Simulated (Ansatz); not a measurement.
Computed with Ansatz on PBE0-D4/def2-TZVP structures; ΔE is electronic, products minus reactants. CBS: MP2 limit from def2 TZ/QZ plus the TZ coupled-cluster correction, frozen cores. This one scheme is used for every species, atoms too. DFT in def2-TZVPP. B3LYP here is the variant with VWN-RPA as its local correlation; programs differ in this. No spin–orbit coupling; open shells (•) take unrestricted orbitals. Spin–orbit coupling would lower the free atoms: a little for B, C, F, O; clearly for Se. For Se outer-core shells are correlated without core-valence functions, so the limit isn't a true one: a few kJ/mol of doubt a bond, and 10 to 20 or more in all where bonds break to atoms. Scalar relativity is left out up to krypton. One conformer a species, not always the lowest.

Consider the atomization: `B[C@@H]1O[C@@]1(F)[SeH]` → B• + 2 C• + F• + 4 H• + O• + Se•.

What is ΔE at CCSD(T)/CBS? (Estimate.)

The calculation gave: +37.92 eV.

What do these levels give: PBE-D4, ωB97X-V, r2SCAN, B3LYP, HF/def2-TZVPP, CCSD/CBS(def2)? (An estimate is asked.)

The calculation gave: PBE-D4 39.65, ωB97X-V 38.24, r2SCAN 38.41, B3LYP 37.59, HF/def2-TZVPP 25.97, CCSD/CBS(def2) 37.09 eV.

Largest T1 diagnostic among the species: 0.014.

In def2-TZVPP, CCSD(T) changes the Hartree–Fock value by +10.88 eV (the triples alone add +0.83 eV) and MP2 by +12.12 eV; breaking electron pairs costs correlation energy, which Hartree–Fock lacks. The D4 term adds +0.37 eV with B3LYP and +0.19 eV with PBE0; it sums over pairs of atoms, weighted by their polarisabilities, and B3LYP, whose exchange is more repulsive, gets the larger term.

For atomizations the MP2-based limit and the directly extrapolated one differ by several kJ/mol either way, and by 10 to 25 for some Ge, Se and Sn compounds, so smaller differences from it don't rank the levels.
